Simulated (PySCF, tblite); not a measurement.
Parent: `[O:1]=[S:2](=[O:3])([Cl:4])[c:5]1[cH:6][cH:7][cH:8][cH:9][cH:10]1` with O1–S2–C5–C6 23°, C6H5ClO2S.

Structures optimised with GFN2-xTB, isolated species. One conformer each, not checked by frequencies here.

```tsv
coordinate of the parent	value
O1=S2	1.426 Å
S2=O3	1.426 Å
S2–Cl4	2.046 Å
S2–C5	1.771 Å
C5–C6	1.377 Å
C6–C7	1.386 Å
C7–C8	1.387 Å
C8–C9	1.387 Å
C9–C10	1.386 Å
C5–C10	1.377 Å
O1–S2–O3	119.5°
O1–S2–Cl4	106.5°
O1–S2–C5	111.1°
O3–S2–Cl4	106.5°
O3–S2–C5	111.1°
Cl4–S2–C5	100.0°
S2–C5–C6	118.5°
S2–C5–C10	118.5°
C6–C5–C10	123.1°
C5–C6–C7	118.3°
C6–C7–C8	119.8°
C7–C8–C9	120.8°
C8–C9–C10	119.8°
C5–C10–C9	118.3°
```

Problem. In one relative the bonds that all share with the parent change as follows (parent's numbers): O1–S2 -0.002, S2–O3 -0.002, S2–Cl4 -0.016, S2–C5 +0.025, C5–C6 +0.001, C6–C7 +0.001, C7–C8 0.000, C8–C9 -0.002, C9–C10 +0.003, C5–C10 +0.008 Å. Which is it?
A. `[CH:1]#[C:2][c:3]1[cH:4][cH:5][cH:6][cH:7][c:8]1[S:9](=[O:10])(=[O:11])[Cl:12]` with C7–C8–S9–O10 -135°
B. `[O:1]=[S:2](=[O:3])([Cl:4])[c:5]1[cH:6][cH:7][cH:8][cH:9][c:10]1[Cl:11]` with O1–S2–C5–C6 -112°
C. `[O:1]=[S:2](=[O:3])([Cl:4])[c:5]1[cH:6][cH:7][c:8]([SiH3:9])[cH:10][cH:11]1` with O1–S2–C5–C6 23°

Solution. B. The changes in all of them (Å):

```json
{"SMILES": "O=S(=O)(Cl)c1ccccc1Cl", "O1–S2": "-0.002", "S2–O3": "-0.002", "S2–Cl4": "-0.016", "S2–C5": "+0.025", "C5–C6": "+0.001", "C6–C7": "+0.001", "C7–C8": "0.000", "C8–C9": "-0.002", "C9–C10": "+0.003", "C5–C10": "+0.008"}
{"SMILES": "O=S(=O)(Cl)c1ccc([SiH3])cc1", "O1–S2": "+0.001", "S2–O3": "+0.001", "S2–Cl4": "+0.001", "S2–C5": "-0.003", "C5–C6": "0.000", "C6–C7": "-0.001", "C7–C8": "+0.006", "C8–C9": "+0.007", "C9–C10": "-0.002", "C5–C10": "0.000"}
{"SMILES": "C#Cc1ccccc1S(=O)(=O)Cl", "O1–S2": "0.000", "S2–O3": "+0.001", "S2–Cl4": "-0.007", "S2–C5": "+0.002", "C5–C6": "+0.012", "C6–C7": "+0.012", "C7–C8": "-0.004", "C8–C9": "+0.002", "C9–C10": "0.000", "C5–C10": "-0.001"}
```

Atoms are paired thus: O=S(=O)(Cl)c1ccccc1Cl: O1 = O1, S2 = S2, O3 = O3, Cl4 = Cl4, C5 = C5, C6 = C6, C7 = C7, C8 = C8, C9 = C9, C10 = C10; O=S(=O)(Cl)c1ccc([SiH3])cc1: O1 = O1, S2 = S2, O3 = O3, Cl4 = Cl4, C5 = C5, C6 = C6, C7 = C7, C8 = C8, C9 = C10, C10 = C11; C#Cc1ccccc1S(=O)(=O)Cl: O1 = O10, S2 = S9, O3 = O11, Cl4 = Cl12, C5 = C8, C6 = C3, C7 = C4, C8 = C5, C9 = C6, C10 = C7.

The numbers are calculated, not measured.
